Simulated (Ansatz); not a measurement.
Ansatz results at the PBE0-D4/def2-TZVP geometry: LUMO energy (B3LYP/def2-TZVPP) 0.73 eV; HOMO–LUMO gap (ωB97M-V/def2-TZVPP) 10.32 eV; HOMO–LUMO gap (B3LYP/def2-TZVPP) 6.34 eV.

Task: Which molecule gave them?
A. `Cc1ccc[nH]1`
B. `C#CC(N)C=C`
C. `Ic1ccc2ccccc2c1`
D. `Cc1cccc2ccccc12`

Result: A. The others give `C#CC(N)C=C`: -0.35, 11.58, 6.65; `Ic1ccc2ccccc2c1`: -1.62, 8.81, 4.63; `Cc1cccc2ccccc12`: -1.29, 8.86, 4.71.

B3LYP here is the variant with VWN-RPA as its local correlation; programs differ in this.
